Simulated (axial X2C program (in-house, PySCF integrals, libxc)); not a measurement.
## Potential curves of TlP, scalar-relativistic

All values were computed with an in-house relativistic program for diatomic molecules. Spin-free means the one-electron spin-free X2C Hamiltonian. Basis: Tl dyall-cv3z [12s14p10d7f1g], P dyall-v3z [8s7p2d1f] (cores contracted in-house); Gaussian nuclei, density fitting, unrestricted open shells. Masses: Tl 204.974 u, P 30.974 u.

State: M_S = 1, Λ = 0 (beyond evenly filled blocks: π+α, π-α). Energies in eV from the fragments at the same level (Tl + P). Fits are polynomials in 1 − R0/R over 0.85 to 1.23 times the lowest point R0.

| R (Å) | B3LYP | HF |
| --- | --- | --- |
| 2.3464 | -1.2306 | -0.0395 |
| 2.4543 | -1.5661 | -0.3899 |
| 2.5352 | -1.7209 | -0.5500 |
| 2.6161 | -1.8128 | -0.6439 |
| 2.6970 | -1.8558 | -0.6867 |
| 2.7914 | -1.8587 | -0.6879 |
| 2.8858 | -1.8237 | -0.6508 |
| 3.0072 | -1.7396 | -0.5663 |
| 3.1555 | -1.5994 | -0.4383 |
| 3.3712 | -1.3607 |  |
| 3.6679 | -1.0289 |  |
| 4.0455 | -0.6875 |  |

The state is a single determinant with fixed occupations, the lowest that a limited PBE0 search found. Dissociation energies refer to the lowest single-determinant-based atoms at the same level and basis. Other states lie close and PBE0, whose exact exchange favours high spin, may order them wrongly; the determinant shown need not be the ground state. The nearest other spin-free determinant of the search, M_S = 1, Λ = 1, lies 0.47 eV up at the distance of the search. The determinant is spin-polarised beyond a pure state at some levels (its spin-free form has ⟨S²⟩ too high), which makes Re and μ there less reliable. The stretched end of a curve changes character and is left out. Spin-free De lacks the spin–orbit lowering of the heavy p-block atom, a tenth of an eV or more for 4p and 5p, up to an eV for 6p and one to two eV for 7p atoms, less what an open-shell molecule gains itself.

(1) What are Re, ωe and De at the B3LYP level?

(2) Fit the HF curve near its minimum: give the equilibrium distance, the harmonic wavenumber and the well depth.

Answers

(1) At B3LYP, spin-free: Re = 2.749 Å, ωe ≈ 222 cm⁻¹, De = 1.86 eV to Tl + P; Be follows as 0.0829 cm⁻¹.

(2) At HF, spin-free: Re = 2.745 Å, ωe ≈ 226 cm⁻¹, De = 0.69 eV to Tl + P; Be follows as 0.0831 cm⁻¹.
